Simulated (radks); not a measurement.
Q: The mean radii <r> (bohr) of the occupied orbitals of an atom or ion are listed with their occupations. Method: Dirac Kohn-Sham, LDA (Slater exchange, Perdew-Wang correlation), spin-unpolarised, spherical densities, finite nucleus; Fermi nuclear charge, rms radius of each element as measured or else 0.836 A^(1/3) + 0.57 fm; computed with a radial shooting solver on a logarithmic mesh with Libxc functionals.

| orbital | occ. | <r> |
|---|---|---|
| 1s1/2 | 2 | 0.01581 |
| 2s1/2 | 2 | 0.06583 |
| 2p1/2 | 2 | 0.05390 |
| 2p3/2 | 4 | 0.06294 |
| 3s1/2 | 2 | 0.1712 |
| 3p1/2 | 2 | 0.1616 |
| 3p3/2 | 4 | 0.1781 |
| 3d3/2 | 4 | 0.1545 |
| 3d5/2 | 6 | 0.1595 |
| 4s1/2 | 2 | 0.3772 |
| 4p1/2 | 2 | 0.3779 |
| 4p3/2 | 4 | 0.4128 |
| 4d3/2 | 4 | 0.4163 |
| 4d5/2 | 6 | 0.4274 |
| 5s1/2 | 2 | 0.8310 |
| 4f5/2 | 6 | 0.4381 |
| 4f7/2 | 8 | 0.4442 |
| 5p1/2 | 2 | 0.8841 |
| 5p3/2 | 4 | 0.9744 |
| 5d3/2 | 4 | 1.204 |
| 5d5/2 | 6 | 1.246 |
| 6s1/2 | 2 | 2.067 |
| 6p1/2 | 0.333333 | 2.421 |
| 6p3/2 | 0.666667 | 2.678 |

Name the element and its charge. Open shells, if any, are shared by 2j + 1.

A: Z = 83, bismuth, charge +2: Bi2+ in [Hg] 6p1. The 1s radius gives Z: for a bare nucleus <r> = (2 gamma + 1)/(2Z) with gamma = sqrt(1 - (Z/c)^2), 0.01561 bohr for Z = 83, and screening makes it slightly larger (0.01581 here). The occupations add up to 81, and the charge is Z minus that.
